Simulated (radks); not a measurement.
Values are calculated unless marked as measured or tabulated.
Q: Ionisation of neutral calcium, [Ar] 4s2, to Ca+, [Ar] 4s1, under several functionals. Non-relativistic Kohn-Sham, spin-polarised, spherical densities, point nucleus; open shells are filled with parallel spins first; a radial shooting solver on a logarithmic mesh with Libxc functionals. Known Delta-SCF values: MS2 meta-GGA 5.958 eV; OLYP 5.921 eV; SOGGA 5.920 eV. What does TPSS give, and what is its highest occupied eigenvalue?

A: 5.982 eV by Delta-SCF; the 4s eigenvalue is -3.774 eV. NIST: 6.113 eV (measured).
